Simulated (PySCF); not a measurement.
C3H6OSe, SMILES CC[Se]C=O. Geometry optimised at PBE-D3(BJ)/def2-SVP. This is a generated structure with no PubChem entry under its InChIKey; it may be hypothetical. One conformer was computed; it need not be the lowest.

Computed equilibrium geometry at PBE-D3(BJ)/def2-SVP (PySCF confirms it by a frequency run) as a Z-matrix (one conformer of several):
```
C
H 1 1.1078
H 1 1.1111 2 106.92
C 1 1.5228 2 112.21 3 -123.15
H 4 1.1082 1 111.35 2 178.85
H 4 1.1082 5 107.56 1 -122.52
H 4 1.1107 5 107.99 6 -116.15
Se 1 1.9752 2 105.47 3 112.42
C 8 1.9464 1 95.99 2 -140.92
O 9 1.2042 8 125.17 1 -177.63
H 9 1.1321 10 124.41 8 179.09
```
Charge 0, spin multiplicity 1.
